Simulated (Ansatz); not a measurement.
Se(Me)(Et) (C₃H₈Se), SMILES CC[Se]C.

Geometry: B3LYP-D3(BJ)/def2-SVP. One conformer was computed; it need not be the lowest.

Two levels are set side by side: PBE/def2-SVPD (Ansatz, an electronic-structure program) and CAM-B3LYP/def2-SVPD (Ansatz). Energy differences of separate SCF runs at the same geometry; the states with an electron removed or added have multiplicity 2 and 2. Differences are taken from unrounded values.

```tsv
quantity	CAM-B3LYP
vertical ionisation energy (eV)	8.29
vertical singlet–triplet gap (eV)	4.43
```

What does PBE give, and how far is it from CAM-B3LYP? (Estimate from the structure and the level; the computed values follow.)


```tsv
quantity	PBE	PBE minus CAM-B3LYP
vertical ionisation energy (eV)	8.12	-0.17
vertical singlet–triplet gap (eV)	4.16	-0.27
```
